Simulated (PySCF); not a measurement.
A PySCF script (with the pyscf-properties extension) for the NMR shieldings of SMILES [C@@H]1(C=C)BC[C@@H](SC)C1, C$_{7}$H$_{13}$BS, on a GFN2-xTB geometry:

```python
import basis_set_exchange as bse
import numpy as np
from pyscf import gto, dft
from pyscf.prop import nmr

atoms = """
C    -3.596857   -0.607136    0.015632
C    -2.278795   -0.562871   -0.053790
C    -1.425635    0.524574    0.536614
B    -0.824785    1.377957   -0.658899
C     0.702184    1.021959   -0.757250
C     0.890078   -0.189143    0.164825
S     2.548764   -0.277784    0.941323
C     3.540775   -0.697671   -0.519823
C    -0.185889   -0.061613    1.243040
H    -4.165244    0.157438    0.519431
H    -4.164771   -1.408358   -0.426373
H    -1.737445   -1.344118   -0.571238
H    -2.044013    1.089801    1.237788
H    -1.412867    2.120793   -1.337983
H     1.267408    1.865290   -0.344120
H     1.107084    0.849615   -1.755287
H     0.767458   -1.119609   -0.395986
H     3.155784   -1.609309   -0.969301
H     4.556509   -0.855812   -0.173002
H     3.517219    0.122333   -1.231867
H     0.162143    0.638810    2.004661
H    -0.389517   -1.015761    1.729185
"""
names = dict.fromkeys(["C", "B", "S", "H"], "pcSseg-1")
basis = {el: gto.basis.parse(bse.get_basis(n, elements=[el], fmt="nwchem")) for el, n in names.items()}
mol = gto.M(atom=atoms, basis=basis, charge=0, verbose=0)
mf = dft.RKS(mol, xc="PBE0")
mf.grids.level = 2
mf.grids.alignment = dft.numint.BLKSIZE   # the property module wants whole blocks of grid points
mf.conv_tol = 1e-9
mf.kernel()

calc = nmr.RKS(mf)   # GIAO
C = mf.mo_coeff
Co = C[:, mf.mo_occ > 0]
resp = mf.gen_response(singlet=True, hermi=2)
def vind(x):   # induced exchange potential for any number of trial vectors
    d = np.einsum("pi,xij,qj->xpq", C, 2 * x.reshape(-1, C.shape[1], Co.shape[1]), Co, optimize=True)
    return np.einsum("xpq,pi,qj->xij", resp(d - d.transpose(0, 2, 1)), C, Co, optimize=True).ravel()
mo1, _ = nmr.rhf.solve_mo1(calc, with_cphf=vind)
sigma = calc.kernel(mo1)
for i, s in enumerate(sigma):   # ppm
    print("%2d %-2s %9.2f" % (i, mol.atom_pure_symbol(i), np.trace(s) / 3))
```

Q: Give the expected output.

A: 
```
 0 C      64.00
 1 C      46.82
 2 C     134.08
 3 B       9.60
 4 C     142.77
 5 C     132.90
 6 S     485.30
 7 C     165.74
 8 C     145.16
 9 H      26.18
10 H      26.32
11 H      26.08
12 H      28.78
13 H      23.88
14 H      30.63
15 H      28.95
16 H      28.74
17 H      29.65
18 H      29.67
19 H      29.22
20 H      29.94
21 H      29.58
```

These numbers come from an equivalent density-fitted implementation of the same equations, which agrees with the script to about 0.01 ppm for H and up to a few tenths of a ppm for heavy atoms, so last digits may differ.

Size and cost of the density-fitted run: 225 basis functions, 64 s wall time on 1 thread of an Arm Neoverse V1, shared host; peak memory 0.99 GiB.
